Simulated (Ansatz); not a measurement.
Geometry optimisation, RKS BLYP-D4/def2-SVP (Ansatz 0.2.0).

Input file:

```yaml
crystal:
  periodic: [false, false, false]
  atoms:
    - { symbol: C, position_ang: [-1.1077, 1.6882, 0.8057] }
    - { symbol: S, position_ang: [0.6584, 1.6794, 0.8294] }
    - { symbol: Si, position_ang: [0.7441, -0.4548, 1.0613] }
    - { symbol: C, position_ang: [1.2438, -0.93881, 2.75178] }
    - { symbol: As, position_ang: [0.12897, -0.18836, 4.14389] }
    - { symbol: H, position_ang: [-1.5385, 1.2011, -0.093] }
    - { symbol: H, position_ang: [-1.4572, 2.7926, 0.7276] }
    - { symbol: H, position_ang: [-1.5357, 1.3098, 1.7165] }
    - { symbol: H, position_ang: [1.59569, -1.03337, -0.01467] }
    - { symbol: H, position_ang: [-0.64576, -1.00273, 0.83383] }
    - { symbol: H, position_ang: [2.36251, -0.57595, 2.87999] }
    - { symbol: H, position_ang: [1.29468, -2.04739, 2.81727] }
    - { symbol: H, position_ang: [0.80891, 1.27154, 3.9898] }
    - { symbol: H, position_ang: [1.13635, -0.57452, 5.25579] }
basis:
  gaussian: { orbitals: def2-SVP }
hamiltonian:
  xc: blyp
  dispersion: d4
relax:
  f_tol: 0.015
  max_steps: 40
output:
  orbitals: {}
```

Run as:

```bash
$ ansatz run input.yaml --threads 2 --pin off --max-ram 3072MiB --backend cpu --events-out ev --progress --plain --runs-dir out
```

Where does it end, and by what steps?

The run converged. After 11 steps the energy has fallen by 0.553 eV; H6 moved furthest, 0.58 Å.

```tsv
step	energy less start (eV)	largest force component (eV/Å)	accepted
0	0.0000	3.161	yes
1	-0.4255	1.389	yes
2	-0.5115	0.424	yes
3	-0.5234	0.173	yes
4	-0.5324	0.166	yes
5	-0.5399	0.226	yes
6	-0.5398	0.230	no
7	-0.5513	0.068	yes
8	-0.5528	0.041	yes
9	-0.5531	0.023	yes
10	-0.5533	0.016	yes
11	-0.5534	0.008	yes
```

```xyz
14
Properties=species:S:1:pos:R:3
C -1.157 1.803 0.977
S 0.619 1.544 0.493
Si 0.842 -0.580 0.892
C 1.278 -0.977 2.697
As 0.031 -0.147 4.062
H -1.823 1.125 0.410
H -1.399 2.850 0.717
H -1.316 1.659 2.062
H 1.959 -1.043 0.005
H -0.440 -1.270 0.518
H 2.319 -0.660 2.904
H 1.223 -2.078 2.838
H 0.583 1.281 3.860
H 0.969 -0.381 5.271
```

Run time: 16 s on 2 threads of AMD EPYC 9R45 96-Core Processor (Zen 5), with other jobs on the host, peak memory 0.24 GiB.
